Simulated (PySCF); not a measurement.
AsF3GeH2, SMILES [F][Ge]([F])([F])[AsH2].

Geometry optimised at PBE-D3(BJ)/def2-SVP. This is a generated structure with no PubChem entry under its InChIKey; it may be hypothetical.

The numbers are results of PySCF with PBE-D3(BJ)/def2-SVP, not measurements.

Frequencies are harmonic and unscaled.

Computed vibrational spectrum:
```json
[
 {"mode": "1", "ν (cm⁻¹)": "56", "IR (km/mol)": "1.8", "moving atoms (share of kinetic energy)": "H 95 %"},
 {"mode": "2", "ν (cm⁻¹)": "106", "IR (km/mol)": "2.1", "moving atoms (share of kinetic energy)": "F 69 %, Ge 17 %, As 12 %"},
 {"mode": "3", "ν (cm⁻¹)": "111", "IR (km/mol)": "1.6", "moving atoms (share of kinetic energy)": "F 71 %, Ge 16 %, As 11 %"},
 {"mode": "4", "ν (cm⁻¹)": "204", "IR (km/mol)": "18.8", "moving atoms (share of kinetic energy)": "F 52 %, As 46 %"},
 {"mode": "5", "ν (cm⁻¹)": "218", "IR (km/mol)": "10.0", "moving atoms (share of kinetic energy)": "F 86 %, Ge 14 %"},
 {"mode": "6", "ν (cm⁻¹)": "218", "IR (km/mol)": "10.8", "moving atoms (share of kinetic energy)": "F 85 %, Ge 15 %"},
 {"mode": "7", "ν (cm⁻¹)": "304", "IR (km/mol)": "44.3", "moving atoms (share of kinetic energy)": "Ge 50 %, F 34 %, As 15 %"},
 {"mode": "8", "ν (cm⁻¹)": "595", "IR (km/mol)": "9.9", "moving atoms (share of kinetic energy)": "H 93 %"},
 {"mode": "9", "ν (cm⁻¹)": "628", "IR (km/mol)": "1.9", "moving atoms (share of kinetic energy)": "H 96 %"},
 {"mode": "10", "ν (cm⁻¹)": "683", "IR (km/mol)": "85.1", "moving atoms (share of kinetic energy)": "F 86 %, Ge 14 %"},
 {"mode": "11", "ν (cm⁻¹)": "717", "IR (km/mol)": "68.3", "moving atoms (share of kinetic energy)": "F 74 %, Ge 26 %"},
 {"mode": "12", "ν (cm⁻¹)": "721", "IR (km/mol)": "68.3", "moving atoms (share of kinetic energy)": "F 73 %, Ge 26 %"},
 {"mode": "13", "ν (cm⁻¹)": "952", "IR (km/mol)": "10.9", "moving atoms (share of kinetic energy)": "H 99 %"},
 {"mode": "14", "ν (cm⁻¹)": "2129", "IR (km/mol)": "40.3", "moving atoms (share of kinetic energy)": "H 99 %"},
 {"mode": "15", "ν (cm⁻¹)": "2146", "IR (km/mol)": "47.1", "moving atoms (share of kinetic energy)": "H 99 %"}
]
```
